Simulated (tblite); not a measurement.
Species: C7H11NOSi.
Z-matrix (Å and degrees, GFN2-xTB geometry), rows numbered from 1:
```
C 
C   1  1.3226
C   2  1.5110  1  127.72
C   3  1.5472  2   99.44  1   173.39
C   4  1.4300  3  112.42  2  -111.74
N   5  1.1473  4  176.09  3   100.60
O   4  1.4189  3  110.07  2   120.38
C   7  1.4074  4  114.01  3  -178.82
C   8  1.5194  7  108.47  4   171.55
Si  2  1.8894  1  137.16  3   176.40
H   1  1.0801  2  121.91  3     0.98
H   1  1.0771  2  121.81  3  -179.11
H   3  1.0905  2  112.44  1   -71.21
H   3  1.0910  2  113.57  1    52.64
H   8  1.1006  7  110.23  4   -67.46
H   8  1.1040  7  109.60  4    50.79
H   9  1.0869  8  110.03  7   -60.70
H   9  1.0863  8  109.95  7   178.80
H   9  1.0865  8  109.70  7    58.67
H  10  1.4590  2  118.72  1   -62.29
H  10  1.4602  2  116.50  1    79.71
```

Method: GFN2-xTB as coded in tblite; computed harmonic values from a numerical Hessian at the method's own geometry, unscaled. The method is semi-empirical: single wavenumbers can be off by several per cent or more. Modes of hydrogen on silicon can be 10 to 20 % off. One conformer, not necessarily the lowest.

Harmonic wavenumbers (cm⁻¹): 29.6, 60.4, 91.7, 109.0, 132.3, 178.2, 203.7, 238.3, 287.5, 291.5, 348.7, 371.9, 446.5, 465.0, 479.5, 481.3, 608.3, 613.1, 650.6, 665.3, 676.5, 751.7, 839.0, 870.9, 910.9, 913.5, 938.2, 962.0, 1054.0, 1096.9, 1097.6, 1137.4, 1154.2, 1157.8, 1209.3, 1245.0, 1256.8, 1346.9, 1400.9, 1409.4, 1433.9, 1475.2, 1493.1, 1499.9, 1705.7, 2295.9, 2307.3, 2367.0, 2821.5, 2880.4, 2977.1, 2992.9, 3045.1, 3048.3, 3052.9, 3070.4, 3111.4.

A = 1698, B = 786.0, C = 671.1 MHz; mass 153.061 u (most abundant isotopes); point group C1, symmetry number 1.

**Question.** Zero-point energy?

**Answer.** ½Σν̃ = 34880 cm⁻¹ = 99.73 kcal/mol.

**Question.** Entropy at 400 K, 1 bar (ideal gas, RRHO, classical rotation)?

**Answer.** Translation 42.47, rotation 31.14, vibration 50.97: S = 124.6 cal/(mol K).

**Question.** And Cp and H(400 K) − H(0)?

**Answer.** Cp = 57.23 cal/(mol K), of which vibrations give 49.28 (their classical limit is 57 R = 113.3); H(400 K) − H(0) = 13.55 kcal/mol without the zero-point energy, 10.37 from vibrations.

**Question.** What must be added to the electronic energy to get the Gibbs energy at 400 K and 1 bar?

**Answer.** ZPE + [H(400 K) − H(0)] − T·S = 99.73 + 13.55 − 49.83 = 63.45 kcal/mol.

**Question.** Which modes carry the vibrational entropy at 400 K?

**Answer.** 29.6 cm⁻¹: 6.44; 60.4 cm⁻¹: 5.02; 91.7 cm⁻¹: 4.20; 109.0 cm⁻¹: 3.86; 132.3 cm⁻¹: 3.48; 178.2 cm⁻¹: 2.90 cal/(mol K); the other 51 give 25.06 together.

**Question.** Blend soft modes into free rotors: weight 1/[1 + (100 cm⁻¹/ν̃)⁴] for the oscillator and the rest for a rotor with moment μB/(μ + B), μ = h/(8π²ν), B = 10⁻⁴⁴ kg m². What vibrational entropy results?

**Answer.** 46.61 cal/(mol K) in place of 50.97, which changes −T·S at 400 K by +1.75 kcal/mol.

**Question.** How do the functions run with temperature in this model?

**Answer.** 
| T (K) | S (cal/(mol K)) | Cp (cal/(mol K)) | H − H(0) (kcal/mol) | G − H(0) (kcal/mol) | ln q(vib) |
| --- | --- | --- | --- | --- | --- |
| 50 | 61.8 | 14.8 | 0.55 | -2.55 | 0.90 |
| 100 | 74.3 | 21.9 | 1.47 | -5.97 | 2.52 |
| 298.15 | 109.4 | 46.3 | 8.26 | -24.36 | 9.24 |
| 373.15 | 120.7 | 54.5 | 12.05 | -32.99 | 11.73 |
| 500 | 138.4 | 66.2 | 19.74 | -49.44 | 15.82 |
| 750 | 168.5 | 82.5 | 38.49 | -87.92 | 23.43 |
| 1000 | 193.8 | 93.1 | 60.53 | -133.30 | 30.37 |

q(vib) and H(0) count from the zero-point level.

Hindered rotation and anharmonicity are outside this model. Other conformers, if any are populated, would add a mixing term that is left out. The structure is chiral; the term R ln 2 for an equal mix with its mirror image is left out.
